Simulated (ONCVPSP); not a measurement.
Before and after: ONCV potential for cadmium (Cd)

- Element: Cd (Z = 48)
- Generator: ONCVPSP 4.0.1
- Type: optimised norm-conserving Vanderbilt (ONCV)
- Functional: PBE
- Relativity: scalar-relativistic
- Frozen core: [Ar] 3d10
- Valence charge: 20
- Reference configuration: 4s2 4p6 4d10 5s1 (charge +1)
- Partial waves: 4s+5s: rc 1.65 bohr, ncon 4, nbas 8, qcut 6.4 1/bohr, 3 projectors, debl 3.1 Ha; 4p: rc 1.10 bohr, ncon 3, nbas 6, qcut 8.7 1/bohr, 2 projectors, debl 2 Ha; 4d: rc 1.80 bohr, ncon 3, nbas 8, qcut 7.7 1/bohr, 2 projectors, debl 1.9 Ha
- Local potential: polynomial inside 1.05 bohr (lpopt 5, dvloc0 0 Ha)
- Core correction: Teter function, fcfact 4.25, rcfact 1.2

In the p channel the program set the typed energies aside and used -2.786, 0.250 Ha.

Change: s: qcut 3.8.

Cutoffs: the cutoffs (Ha) at which the residual kinetic energy of the hardest occupied pseudo-wave falls to 1 and 0.1 mHa per electron; they do not see the model core or the augmentation charge, which bear on the density cutoff. Errors are all-electron minus pseudo energies relative to the spin-unpolarised reference configuration.

Q: How do hardness, ghosts and transferability respond?

A: The potential gets neither clearly harder nor softer (35 Ha and 94 Ha → 35 Ha and 94 Ha); the p channel sets the loose cutoff, while the largest relative change is in s, which becomes harder; of the 4 tests that both files solve, the error grows in 0 and shrinks in 1 by more than 15 % and 0.3 meV (median size 3.1 → 2.5 meV); neither file shows a bound ghost.

| quantity | base | changed |
| --- | --- | --- |
| cutoff, loose | 35 Ha | 35 Ha |
| cutoff, tight | 94 Ha | 94 Ha |
| loose cutoff by channel | s 14 Ha, p 35 Ha, d 24 Ha | s 18 Ha, p 35 Ha, d 24 Ha |
| bound ghosts | none | none |
| GHOST(+) flags under 300 eV | none | none |
| error for 4s2 4p6 4d10 5s2, meV [ΔE -9.27 eV] | +0.9 | +0.8 |
| error for 4s2 4p6 4d10 5s0, meV [ΔE 17.13 eV] | -5.8 | -6.0 |
| error for 4s2 4p6 4d9 5s0, meV [ΔE 55.13 eV] | +3.5 | +2.2 |
| error for 4s2 4p6 4d10 5s0 5p1, meV [ΔE 5.78 eV] | -2.7 | -2.9 |
| s: phases at 1.68 bohr within 0.05 rad from the reference energy up to (Ha; the scan ends near 5) | to the end of the scan | to the end of the scan |
| p: phases at 1.12 bohr within 0.05 rad from the reference energy up to (Ha; the scan ends near 5) | to the end of the scan | to the end of the scan |
| d: phases at 1.83 bohr within 0.05 rad from the reference energy up to (Ha; the scan ends near 5) | to the end of the scan | to the end of the scan |
| rms error of d²Exc/dni dnj with the model core, mHa | 1.26 | 1.12 |
